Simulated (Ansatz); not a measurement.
closo-1-NB4 (H on N) (B4NH5). The state is a singlet with charge 0. Geometry B3LYP-D4/def2-SVP, basis def2-TZVP, Ansatz.

| run | HOMO (eV) | LUMO (eV) |
| --- | --- | --- |
| A | -6.87 | -1.25 |
| B | -9.91 | 1.20 |
| C | -8.68 | 0.36 |
| D | -10.08 | 2.51 |
| E | -9.04 | 0.46 |
| F | -7.38 | -1.00 |

HSE06 is defined as in plane-wave codes, on full-range PBE exchange.

Task: The runs used BHLYP, CAM-B3LYP, HF, HSE06, r2SCAN, ωB97M-V. Estimate which is which.

Result: A r2SCAN (0 % exact exchange); B ωB97M-V (range-separated); C BHLYP (50 % exact exchange); D HF (100 % exact exchange); E CAM-B3LYP (range-separated); F HSE06 (range-separated). Exact exchange lowers occupied and raises empty levels; among semilocal functionals meta-GGAs tend to open the gap a little, and such runs are hard to tell apart. The gap grows from 5.62 eV (r2SCAN) to 12.59 eV (HF).
